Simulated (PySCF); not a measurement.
**Working out the excitation energy of Be⁺**

Be⁺ [He] 2s1 (2S) → Be⁺ [He] 2p1 (2P). Calculation: PySCF 2.14, in def2-QZVPPD; no relativity, point nucleus. Frozen: nothing. Energies in hartree (1 hartree = 27.21139 eV):

```tsv
part	Be⁺ (lower)	Be⁺ (upper)
UHF	-14.277429	-14.130859
MP2 opposite-spin	-0.032565	-0.032226
MP2 same-spin	-0.000518	-0.000937
```

Task: What does Hartree-Fock give?

Result: (-14.130859) − (-14.277429) = 0.146570 hartree = 3.988 eV.

Task: What do MP2 and SCS-MP2 (6/5 opposite-spin, 1/3 same-spin) give?

Result: The opposite-spin parts differ by 0.009 eV and the same-spin parts by -0.011 eV. MP2: 3.988 + (0.009) + (-0.011) = 3.986 eV. SCS-MP2: 3.988 + 1.2 × (0.009) + (-0.011)/3 = 3.995 eV.

Measured between the centres of the two terms (NIST): 3.959 eV, so MP2 (valence and next inner shell) is off by 0.027 eV.

What remains against the reference includes basis incompleteness and correlation beyond second order.
